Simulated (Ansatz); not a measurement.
Cartesian coordinates in Å:
```
C -0.102 -2.030 -0.109
C -0.631 -0.824 -0.286
Si 0.332 0.752 -0.403
N -0.278 1.856 0.741
Cl 2.340 0.277 -0.162
H 0.971 -2.172 -0.018
H -0.716 -2.924 -0.048
H -1.714 -0.740 -0.373
H 0.245 1.408 -1.727
H -0.418 1.568 1.697
H -0.027 2.830 0.688
```

The species carries charge 0 and has multiplicity 1.

List the ωB97M-V/def2-TZVPP orbital energies in eV (Ansatz 0.2.0). (Estimate.)

Computed: Occupied: -2771.44, -1807.76, -394.31, -281.82, -281.38, -261.85, -199.31, -199.21, -199.20, -148.70, -102.87, -102.80, -102.79, -26.81, -25.37, -24.24, -19.21, -17.23, -16.54, -15.63, -14.13, -13.95, -12.87, -11.83, -11.33, -10.87, -10.51, -10.21. Lowest empty: 1.32, 2.60, 3.15, 3.32, 3.69, 4.07, 4.28, 4.70.
